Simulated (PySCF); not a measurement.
How methods differ on the ionisation energy of Ge

Ge [Ar] 3d10 4s2 4p2 (3P) → Ge⁺ [Ar] 3d10 4s2 4p1 (2P), as a difference of total energies. Calculation: PySCF 2.14, in aug-cc-pVDZ-PP with ECP10MDF (5s4p3d, 32 functions); a scalar-relativistic core potential. Correlated levels: valence: 3s2 3p6 3d10 frozen. The calculations carry no spin-orbit coupling.

| method | ionisation energy (eV) | error (eV) |
| --- | --- | --- |
| UHF | 7.411 | -0.514 |
| MP2 (valence) | 7.680 | -0.245 |
| SCS-MP2 (valence) | 7.610 | -0.315 |
| CCSD (valence) | 7.710 | -0.215 |
| CCSD(T) (valence) | 7.722 | -0.203 |
| CCSDT (valence) | 7.725 | -0.200 |
| FCI (valence) | 7.726 | -0.199 |

Reference: 7.925 eV (measured; NIST levels, between the centres of gravity of the two terms).

Errors of the correlated levels include the incompleteness of this basis and the frozen core.
